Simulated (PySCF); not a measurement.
**How methods differ on the electron affinity of Fe**

Fe⁻ [Ar] 3d7 4s2 (4F) → Fe [Ar] 3d6 4s2 (5D), as a difference of total energies. All numbers are calculated (PySCF 2.14, the non-relativistic Hamiltonian (point nucleus), in aug-cc-pVDZ (7s6p4d2f, 59 functions)). Correlated levels: valence: [Ar] frozen. The calculations carry no spin-orbit coupling.

```tsv
method	electron affinity (eV)
UHF	-1.995
MP2 (valence)	-0.209
SCS-MP2 (valence)	-0.259
CCSD (valence)	-0.366
CCSD(T) (valence)	-0.154
```

These non-relativistic numbers lack the scalar-relativistic shift.

The reference lies between the lowest fine-structure levels, while these numbers refer to the centres of the terms.

Errors of the correlated levels include the incompleteness of this basis and the frozen core.

A negative affinity means that the anion lies above the atom at that level of theory.

The coupled-cluster amplitudes are large for Fe⁻ (T1 above 0.03 or a double amplitude above 0.15), so a single reference is strained.

For comparison: 0.153 eV (measured; photodetachment measurements, as compiled on the Wikipedia data page of electron affinities).
